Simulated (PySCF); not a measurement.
Scan of H2Cl (cation, charge +1), singlet: symmetric bend, bond length relaxed. Scanned: H-Cl-H angle. Other coordinates (Cl-H bond length) were minimised at PBE0/def2-TZVP.

- M06-2X/cc-pVTZ (PySCF)
- B3LYP/cc-pVTZ (PySCF)
- MP2 on RHF/cc-pVTZ, 5 core orbitals frozen (PySCF)
- CCSD(T) on RHF/cc-pVTZ, 5 core orbitals frozen (PySCF)

Energies relative to the lowest point of each profile, in kcal/mol:

```tsv
a / °	M06-2X	B3LYP	MP2
180	55.5	56.5	57.6
170	52.9	53.9	54.9
150	36.6	37.2	38.2
140	26.4	26.9	27.7
130	16.9	17.2	17.8
120	8.9	9.1	9.5
110	3.2	3.2	3.5
100	0.1	0.1	0.2
90	0.0	0.0	0.0
80	3.1	3.1	2.9
70	9.5	9.6	9.1
60	18.8	19.0	18.3
```

Estimate the CCSD(T) values at these points.

180: 58.2; 170: 55.4; 150: 38.2; 140: 27.6; 130: 17.7; 120: 9.5; 110: 3.5; 100: 0.2; 90: 0.0; 80: 3.0; 70: 9.3; 60: 18.7 (kcal/mol).
